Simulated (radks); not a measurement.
Task: All-electron atom: Au II in [Xe] 4f14 5d10. Calculated with a radial shooting solver on a logarithmic mesh with Libxc functionals: Dirac Kohn-Sham, PBE, spin-unpolarised, spherical densities, finite nucleus; Fermi nuclear charge, rms radius 5.4371 fm. Some entries of the table are withheld. Estimate them.

orbital  occ.  eigenvalue (eV)  <1/r> (bohr^-1)
1s1/2       2        -80618.09            95.68
2s1/2       2        -14220.59            23.52
2p1/2       2        -13641.25            23.49
2p3/2       4        -11805.77            19.14
3s1/2       2        -3362.542            8.634
3p1/2       2        -3101.058            8.549
3p3/2       4        -2696.033            7.416
3d3/2       4        -2260.346            7.314
3d5/2       6        -2173.289            7.055
4s1/2       2              (1)            3.653
4p1/2       2        -624.6519              (2)
4p3/2       4        -527.5302              (3)
4d3/2       4        -344.3814            2.947
4d5/2       6        -326.2919            2.857
5s1/2       2        -116.5244            1.476
4f5/2       6         -91.4755            2.480
4f7/2       8         -87.6646            2.445
5p1/2       2         -80.3406            1.348
5p3/2       4         -63.9055            1.202
5d3/2       4         -16.2990           0.8625
5d5/2       6         -14.7316           0.8241

Result: 
(1) 4s1/2 eigenvalue (eV): -736.3692
(2) 4p1/2 <1/r> (bohr^-1): 3.544
(3) 4p3/2 <1/r> (bohr^-1): 3.151
